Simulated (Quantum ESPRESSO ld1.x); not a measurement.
Bi+, 82 electrons, occupied as [Hg] 6p2.

All-electron calculation, Dirac Kohn-Sham, BLYP, spin-unpolarised, spherical densities, point nucleus; open shells fill j = l - 1/2 first. Program: ld1.x of Quantum ESPRESSO 7.5.

Energy parts (eV):
total: -587287
kinetic: 687096
electron-nucleus: -1488719
Hartree: 225209
exchange-correlation: -10873

Orbitals (lengths in bohr, moments of r in powers of bohr; r(max) is where P^2 peaks):
orbital,occ.,eigenvalue (eV),r(max),small-component weight
1s1/2,2,-90537.6,0.009650,1.01e-01
2s1/2,2,-16257.9,0.05639,2.33e-02
2p1/2,2,-15618.8,0.04118,2.34e-02
2p3/2,4,-13298.0,0.04902,2.05e-02
3s1/2,2,-3928.83,0.1587,7.84e-03
3p1/2,2,-3640.54,0.1478,7.79e-03
3p3/2,4,-3120.90,0.1636,6.95e-03
3d3/2,4,-2649.37,0.1269,6.84e-03
3d5/2,6,-2539.24,0.1312,6.61e-03
4s1/2,2,-906.713,0.3563,2.72e-03
4p1/2,2,-781.449,0.3536,2.62e-03
4p3/2,4,-653.355,0.3855,2.29e-03
4d3/2,4,-449.896,0.3763,2.09e-03
4d5/2,6,-425.999,0.3859,2.01e-03
4f5/2,6,-161.938,0.3398,1.65e-03
4f7/2,8,-156.448,0.3442,1.62e-03
5s1/2,2,-164.180,0.7712,7.47e-04
5p1/2,2,-120.751,0.8067,6.59e-04
5p3/2,4,-96.0269,0.8830,5.55e-04
5d3/2,4,-35.6416,1.017,3.63e-04
5d5/2,6,-32.6417,1.048,3.40e-04
6s1/2,2,-21.2320,1.864,1.20e-04
6p1/2,2,-12.4805,2.190,7.75e-05
6p3/2,0,-10.2708,2.475,5.96e-05

The highest occupied level is 6p1/2 at -12.480 eV. Summed over all electrons, <r^2> = 58.60 bohr^2, which gives a Langevin (diamagnetic) susceptibility term of -46.4 x 10^-6 cm^3/mol. For comparison, the ionisation energy in NIST's Atomic Spectra Database is 16.703 eV (measured). In exact Kohn-Sham theory the highest level is minus the ionisation energy, but local and semilocal functionals leave it too shallow, through self-interaction and a potential that decays too fast; potentials with the right tail come closer.

Beside tabulated values, note that spin-unpolarised runs miss the spin-polarisation part of the exchange energy of open shells.
